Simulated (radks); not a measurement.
Problem. Ir II, 76 electrons, occupied as [Xe] 4f14 5d7 6s1. All-electron calculation, Dirac Kohn-Sham, PBE, spin-unpolarised, spherical densities, point nucleus; open shells are shared between the two j in proportion to 2j + 1; speed of light set to 1370.36 atomic units (10 times the physical value, a model run). Program: a radial shooting solver on a logarithmic mesh with Libxc functionals. Some entries of the table are withheld. Estimate them.

orbital  occ.  eigenvalue (eV)  <r> (bohr)  r(max) (bohr)
1s1/2       2        -69333.34     0.01965        0.01303
2s1/2       2        -11516.38     0.08284        0.07092
2p1/2       2        -11059.31     0.07001        0.05501
2p3/2       4        -11046.15     0.07009        0.05507
3s1/2       2        -2677.440      0.2096         0.1943
3p1/2       2        -2463.479      0.1999         0.1828
3p3/2       4        -2460.641      0.2000         0.1829
3d3/2       4              (1)      0.1750         0.1440
3d5/2       6              (2)      0.1750         0.1440
4s1/2       2        -561.9468      0.4640         0.4348
4p1/2       2        -470.7841      0.4692            (3)
4p3/2       4        -470.1260      0.4696            (4)
4d3/2       4        -303.2610      0.4807            (5)
4d5/2       6        -303.1086      0.4808            (6)
5s1/2       2         -86.8614       1.077         0.9781
4f5/2       6         -81.7519         (7)         0.3893
4f7/2       8         -81.7185         (8)         0.3894
5p1/2       2         -58.9094       1.178          1.043
5p3/2       4         -58.8049       1.179          1.044
5d3/2     2.8         -16.5527       1.630          1.281
5d5/2     4.2         -16.5396       1.631          1.282
6s1/2       1         -11.5707         (9)          2.592
6p1/2       0          -7.0149       3.786          3.188
6p3/2       0          -7.0074       3.789          3.191

Solution. 
(1) 3d3/2 eigenvalue (eV): -2061.990
(2) 3d5/2 eigenvalue (eV): -2061.234
(3) 4p1/2 r(max) (bohr): 0.4346
(4) 4p3/2 r(max) (bohr): 0.4349
(5) 4d3/2 r(max) (bohr): 0.4289
(6) 4d5/2 r(max) (bohr): 0.4290
(7) 4f5/2 <r> (bohr): 0.5214
(8) 4f7/2 <r> (bohr): 0.5214
(9) 6s1/2 <r> (bohr): 3.014
